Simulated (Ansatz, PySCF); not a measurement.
Process, species as SMILES: C=C([SiH2]Cl)[SiH2]Cl + 6 [H][H] (H2) → 2 C (CH4) + 2 Cl (HCl) + 2 [SiH4] (SiH4)
Structures are relaxed separately at B3LYP-D3(BJ)/def2-TZVP in Ansatz (an electronic-structure program), one conformer each, not searched for the lowest.

Property: energy of full hydrogenation (enthalpy at 298 K, with B3LYP-D3(BJ) rigid-rotor harmonic-oscillator terms from PySCF), in kcal/mol. Cores are frozen in the correlated levels unless marked. Spin-orbit coupling is left out. Non-relativistic. CBS marks a two-point X^-3 extrapolation of the correlation energy; Hartree-Fock from the larger set.

Level to compare with: CCSD(T)/CBS(cc-pV(T+d)Z,cc-pV(Q+d)Z) (Ansatz), -10.3 kcal/mol. It is a level with limits of its own, and the differences hold the functionals' basis error too.

Problem. Rank these functionals by how close they come to CCSD(T)/CBS(cc-pV(T+d)Z,cc-pV(Q+d)Z), closest first: wB97M-V/def2-TZVPD (Ansatz); wB97X-V/def2-TZVPD (Ansatz); BLYP/def2-TZVPD (Ansatz).

Solution. wB97M-V/def2-TZVPD (range-separated hybrid meta-GGA with VV10, -13.1 kcal/mol, difference -2.8), wB97X-V/def2-TZVPD (range-separated hybrid with VV10, -17.0 kcal/mol, difference -6.7), BLYP/def2-TZVPD (GGA, -18.4 kcal/mol, difference -8.1)
